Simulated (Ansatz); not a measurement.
Start from `OC(O)=C[SiH3]` and change one atom or group to get `O/C=C/[SiH3]`.

Ansatz, PBE0-D4/def2-TZVP geometries, multiplicity 1. Each molecule was computed in one conformer, which needn't be the lowest.

| property | `OC(O)=C[SiH3]` |
| --- | --- |
| zero-point energy (PBE0-D4/def2-TZVP) / kJ/mol | 201.9 |
| HOMO–LUMO gap (PBE0/def2-TZVPP) / eV | 7.02 |
| HOMO energy (ωB97M-V/def2-TZVPP) / eV | -8.79 |
| HOMO–LUMO gap (B3LYP/def2-TZVPP) / eV | 6.44 |
| HOMO energy (B3LYP/def2-TZVPP) / eV | -6.37 |
| size of the dipole moment (PBE/def2-TZVPP) / D | 3.05 |

Task: What does the change do to each property? (Estimate.)

Result: Computed: 
| property | `O/C=C/[SiH3]` | shift |
| --- | --- | --- |
| zero-point energy (PBE0-D4/def2-TZVP) / kJ/mol | 190.4 | -11.5 |
| HOMO–LUMO gap (PBE0/def2-TZVPP) / eV | 7.23 | 0.21 |
| HOMO energy (ωB97M-V/def2-TZVPP) / eV | -9.28 | -0.49 |
| HOMO–LUMO gap (B3LYP/def2-TZVPP) / eV | 6.77 | 0.33 |
| HOMO energy (B3LYP/def2-TZVPP) / eV | -6.86 | -0.49 |
| size of the dipole moment (PBE/def2-TZVPP) / D | 1.48 | -1.57 |

With PBE0 the HOMO falls by 0.50 eV and the LUMO falls by 0.29 eV, so the gap widens by about 0.21 eV. PBE moves the HOMO by -0.51 eV and ωB97M-V by -0.49 eV. The zero-point energy changes by -11.5 kJ/mol with -3 modes. Dipoles are sizes alone; their direction can turn.

Positive LUMOs are unbound, so they and the gaps depend on the basis.

B3LYP here is the variant with VWN-RPA as its local correlation; programs differ in this.
